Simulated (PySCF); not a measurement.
Input file for PySCF: R-B3LYP/LANL2DZ on ClGeH2N (SMILES [NH2][Ge][Cl]), a point of a torsion scan.

```python
from pyscf import gto, scf, dft, mp
from pyscf.data.elements import chemcore

mol = gto.M(
    atom='''
    N    -0.70737120   -0.00335803   -0.14245674
    Ge    0.96962529   -0.65471624    0.34852877
    Cl    0.46746549   -1.65922174    2.23498303
    H    -0.98622844    0.92016031    0.16395917
    H    -1.48799468   -0.61209538    0.08684167
    ''',
    basis='lanl2dz',
    ecp={'Cl': 'lanl2dz', 'Ge': 'lanl2dz'},
    charge=0, spin=0, verbose=3, max_memory=1800)
mf = dft.RKS(mol, xc='b3lyp')
mf.conv_tol = 1e-8
mf.max_cycle = 100
mf.kernel()
if not mf.converged:
    mf = mf.newton().run(mf.mo_coeff, mf.mo_occ)
```

Output:

```
converged SCF energy = -74.7004911021213
```

The calculation finished and met its thresholds.

Cost: around 4 core-seconds (rough).
